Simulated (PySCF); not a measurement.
Frontier orbitals and the lowest excitations

Compound: C5H8OSi.
Z-matrix (Å and degrees, GFN2-xTB geometry), rows numbered from 1:
```
C 
C   1  1.5273
Si  2  1.9014  1  112.34
C   3  1.9062  2  117.31  1  -162.24
C   4  1.3436  3   96.74  2   113.33
C   5  1.4784  4  103.09  3    -0.25
O   6  1.2049  3  139.15  2    69.54
H   1  1.0873  2  110.78  3   -59.68
H   1  1.0871  2  110.61  3    60.24
H   1  1.0884  2  110.72  3  -179.67
H   2  1.0921  1  109.02  3  -122.25
H   2  1.0919  1  109.05  3   121.74
H   3  1.4651  2  111.83  1    60.60
H   4  1.0782  3  137.56  2   -67.45
H   5  1.0790  4  129.86  3   179.53
```

Method: TDDFT B3LYP/def2-SVPD, vertical, gas phase, core orbitals frozen in the response in PySCF 2.14.0, density-fitted response routines.

Kohn–Sham orbitals with the atoms that hold most of them (Löwdin shares over 4%, at most four atoms; ? is withheld):

| orbital | ε (eV) | atoms |
| --- | --- | --- |
| HOMO-3 | -9.20 | Si3 20%, C4 17%, H13 14%, C2 13% |
| HOMO-2 | -8.72 | C4 28%, Si3 16%, C2 12%, C5 11% |
| HOMO-1 | -8.10 | C5 24%, C4 24%, C2 11%, O7 10% |
| HOMO | -6.37 | ? |
| LUMO | ? | ? |
| LUMO+1 | -0.17 | C5 20%, Si3 16%, C6 15%, C2 9% |
| LUMO+2 | -0.08 | Si3 30%, H13 12%, C4 10%, C6 9% |

Question: Which atoms hold the LUMO, and with what shares?

Answer: C4 (bonded to C, Si and H) 33%; O7 (bonded to C) 20%; C6 (bonded to C, O and Si) 18%; C5 (bonded to 2 C and H) 16%. By element: carbon 68% or more, oxygen 20%.

Question: Which atoms hold the HOMO, and with what shares?

Answer: O7 (bonded to C) 48%; C6 (bonded to C, O and Si) 18%; Si3 (bonded to 3 C and H) 13%; C5 (bonded to 2 C and H) 10%. By element: oxygen 48%, carbon 29% or more, silicon 13%.

Question: What is the LUMO energy, and the HOMO–LUMO gap?

Answer: ε(LUMO) = -1.92 eV; the gap is 4.45 eV (0.1636 hartree).

Question: The HOMO–LUMO gap is 4.45 eV. Where does the response calculation put the lowest singlet, and from which orbitals?

Answer: S1 is at 3.00 eV (f = 0.0006), 1.45 eV below the gap, made of HOMO→LUMO (98%). 

Question: One configuration dominates each of S1 and S2. Which, and how do the shares of the two leading atoms of either orbital change from the occupied to the empty one?

Answer: 
- S1 (3.00 eV, f 0.0006), HOMO→LUMO (98%): O7 48% → 20%, C6 18% → 18%, C4 at most 11% → 33%
- S2 (5.01 eV, f 0.0043), HOMO→LUMO+1 (88%): O7 48% → at most 9%, C6 18% → 15%, C5 10% → 20%, Si3 13% → 16%

Löwdin shares depend on the basis, the more so with diffuse functions.

One conformer stands for the species.
